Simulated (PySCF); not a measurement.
Ge(H)2(OH)(OMe), CH6GeO2, SMILES C[O][GeH2][OH], PBE0/def2-SVP optimised geometry.

```
10

Ge    -1.53    -0.22     0.00
O     -1.93     1.50     0.00
O      0.25    -0.22     0.00
C      0.99    -1.41     0.00
H     -2.06    -0.88    -1.28
H     -2.06    -0.89     1.28
H     -1.12     2.03     0.01
H      0.79    -2.03     0.89
H      0.80    -2.03    -0.90
H      2.06    -1.15     0.00
```

Density from PBE0/def2-TZVP in PySCF at that geometry.

Minimum of the electron density along straight lines between bonded atoms, close to the bond critical point (lines longer than 1.1 times the sum of covalent radii, or with two minima, are not listed):

```
bond    length / Å  ρ at the minimum / e bohr⁻³  ∇²ρ there / e bohr⁻⁵  position (fraction from the first atom)
------  ----------  ---------------------------  --------------------  ---------------------------------------
Ge1–O2       1.766                        0.149                  0.67                                     0.47
Ge1–O3       1.778                        0.143                  0.65                                     0.47
O3–C4        1.399                        0.265                   ___                                     0.65
Ge1–H5       1.541                        0.135                  0.04                                     0.59
Ge1–H6       1.541                        0.135                  0.04                                     0.59
O2–H7        0.965                          ___                   ___                                     0.81
C4–H8        1.108                        0.274                 -0.94                                     0.64
C4–H9        1.108                        0.274                 -0.94                                     0.64
C4–H10       1.102                        0.279                 -0.97                                     0.65
```

Question: Fill in the missing entries.

Answer: 
- O3–C4, ∇²ρ there / e bohr⁻⁵: -0.55
- O2–H7, ρ at the minimum / e bohr⁻³: 0.353
- O2–H7, ∇²ρ there / e bohr⁻⁵: -2.39
